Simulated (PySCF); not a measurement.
PySCF input for BClH, SMILES [BH]Cl, multiplicity 2, B3LYP/pcH-1. The structure is a stationary point at PBE0-D3(BJ)/def2-TZVPD. The isomer is the one that the SMILES or the coordinates give; other isomers of the formula were not compared.

```python
import numpy as np
from pyscf import gto, scf, dft
from pyscf.prop.hfc import uks as hfc
from pyscf.prop.gtensor import uks as gtensor

mol = gto.M(
    atom='''
    B    -0.20350677   -1.21864427    0.00000000
    Cl    0.01894497    0.47628043    0.00000000
    H     0.69546936   -2.00354593    0.00000000
    ''',
    basis='pcH-1',
    charge=0,
    spin=1,
    max_memory=1600,
    verbose=3,
)
mf = dft.UKS(mol, xc='b3lyp')
mf.grids.level = 3
mf.conv_tol = 1e-10
mf.max_cycle = 100
mf.kernel()
fine, coarse = mf.grids, dft.Grids(mol).set(level=1).build(with_non0tab=True)
for _ in range(3):  # follow internal instabilities
    mf.grids = coarse
    mo, _, stable, _ = mf.stability(return_status=True, nroots=4)
    mf.grids = fine
    if stable:
        break
    mf.kernel(mf.make_rdm1(mo, mf.mo_occ))
A = hfc.HFC(mf).make_fcdip(mf.make_rdm1())  # Fermi contact and dipolar terms, MHz
print('atom   A(iso)/MHz   principal dipolar parts/MHz')
for i, a in enumerate(A):
    w = np.linalg.eigvalsh((a + a.T) / 2)
    print(f'{mol.atom_symbol(i):2s}{i + 1:3d} {w.mean():12.2f}', (w - w.mean()).round(2))
gt = gtensor.GTensor(mf)
gt.dia_soc2e, gt.para_soc2e, gt.so_eff_charge = None, None, True
gt.max_cycle_cphf = 60
g = gt.kernel()
```

It prints:

```

WARN: HOMO -0.152781389110329 >= LUMO -0.152781389110335

converged SCF energy = -485.602484320469  <S^2> = 0.75162524  2S+1 = 2.0016246
<class 'pyscf.dft.uks.UKS'> wavefunction is stable in the internal stability analysis
atom   A(iso)/MHz   principal dipolar parts/MHz
B   1       514.35 [-40.87 -39.37  80.23]
Cl  2        29.11 [-24.5  -20.89  45.39]
H   3       130.93 [-15.87  -4.72  20.59]
SOC(1e)/OZ [-0.00083929 -0.01503394  0.0052473 ]
free electron g 2.00231930436182
g-tensor total [2.00139089 1.98722005 2.00744312]
g-shift (ppt) [ -0.92841784 -15.09925814   5.12381984]
```

Self-consistency was reached.

Cost: very roughly 8 core-seconds.
